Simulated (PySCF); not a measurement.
## Si (silicon, neutral) across methods

[Ne] 3s2 3p1 4s1, high-spin 3P determinant (an excited configuration). Computed with PySCF 2.14 in aug-cc-pCVTZ-DK (8s7p5d3f, 75 functions), with scalar relativity by spin-free X2C-1e.

```json
{"method": "wB97X-V", "E (hartree)": "-289.7455", "mean ε 3s β (eV)": "-17.027", "mean ε 3p α (eV)": "-10.665", "mean ε 4s α (eV)": "-2.941", "Σ⟨r²⟩ (bohr²)": "58.17", "⟨S²⟩": "2.005"}
{"method": "PBE", "E (hartree)": "-289.6592", "mean ε 3s β (eV)": "-13.495", "mean ε 3p α (eV)": "-7.432", "mean ε 4s α (eV)": "-1.738", "Σ⟨r²⟩ (bohr²)": "57.96", "⟨S²⟩": "2.004"}
{"method": "r2SCAN", "E (hartree)": "-289.7635", "mean ε 3s β (eV)": "-13.682", "mean ε 3p α (eV)": "-7.806", "mean ε 4s α (eV)": "-1.701", "Σ⟨r²⟩ (bohr²)": "58.18", "⟨S²⟩": "2.010"}
{"method": "B97-3", "E (hartree)": "-289.7658", "mean ε 3s β (eV)": "-14.660", "mean ε 3p α (eV)": "-8.435", "mean ε 4s α (eV)": "-1.998", "Σ⟨r²⟩ (bohr²)": "58.08", "⟨S²⟩": "2.005"}
{"method": "CAM-B3LYP", "E (hartree)": "-289.8094", "mean ε 3s β (eV)": "-16.039", "mean ε 3p α (eV)": "-9.678", "mean ε 4s α (eV)": "-2.498", "Σ⟨r²⟩ (bohr²)": "57.63", "⟨S²⟩": "2.005"}
{"method": "PBE0", "E (hartree)": "-289.6795", "mean ε 3s β (eV)": "-14.597", "mean ε 3p α (eV)": "-8.546", "mean ε 4s α (eV)": "-2.088", "Σ⟨r²⟩ (bohr²)": "58.16", "⟨S²⟩": "2.006"}
{"method": "M06", "E (hartree)": "-289.7893", "mean ε 3s β (eV)": "-14.618", "mean ε 3p α (eV)": "-8.139", "mean ε 4s α (eV)": "-1.949", "Σ⟨r²⟩ (bohr²)": "58.26", "⟨S²⟩": "2.002"}
{"method": "LDA", "E (hartree)": "-288.6370", "mean ε 3s β (eV)": "-13.625", "mean ε 3p α (eV)": "-7.315", "mean ε 4s α (eV)": "-1.725", "Σ⟨r²⟩ (bohr²)": "57.32", "⟨S²⟩": "2.001"}
```

Task: Estimate the same row for UHF.

Result: E (hartree) = -289.28101; mean ε 3s β (eV) = -16.780; mean ε 3p α (eV) = -11.342; mean ε 4s α (eV) = -2.793; Σ⟨r²⟩ (bohr²) = 59.00; ⟨S²⟩ = 2.016.

The outer electron is Rydberg-like, and this basis confines it to a smaller radius and binds it less than a complete one would.
